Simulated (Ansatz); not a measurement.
C$_{2}$H$_{7}$BrGe, SMILES `C[CH]([GeH3])Br`, relaxed with RKS PBE-D4/def2-SVP in Ansatz from a rough embedded geometry. The force threshold is 0.03 eV/Å; the program also tests the step.

The species carries charge 0 and has multiplicity 1.

Start:

```xyz
11

C    -0.667   -1.062    0.534
C    -0.020   -0.397   -0.621
Ge    0.786    1.234   -0.010
Br   -1.327    0.082   -1.955
H     0.035   -1.360    1.308
H    -1.506   -0.492    0.990
H    -1.154   -2.044    0.188
H     0.753   -1.015   -1.023
H     1.873    0.917    1.137
H    -0.279    2.176    0.622
H     1.505    1.962   -1.171
```

```
step   energy (eV)  largest force (eV/Å)  largest move (Å)
   1  -128713.0661                 1.882             0.000
   2  -128713.3011                 0.612             0.085
   3  -128713.3240                 0.119             0.040
   4  -128713.3259                 0.041             0.018
   5  -128713.3261                 0.032             0.023
   6  -128713.3262                 0.004             0.006
```

End:

```xyz
11

C    -0.720   -1.146    0.551
C    -0.023   -0.385   -0.565
Ge    0.836    1.310    0.017
Br   -1.309    0.070   -2.007
H     0.021   -1.435    1.327
H    -1.503   -0.531    1.039
H    -1.199   -2.074    0.175
H     0.734   -1.017   -1.070
H     1.887    0.985    1.118
H    -0.257    2.238    0.603
H     1.533    1.984   -1.189
```

It took 14 s on 2 threads of an AMD EPYC 7R13 on a shared host, with 0.22 GiB of host memory at the peak.
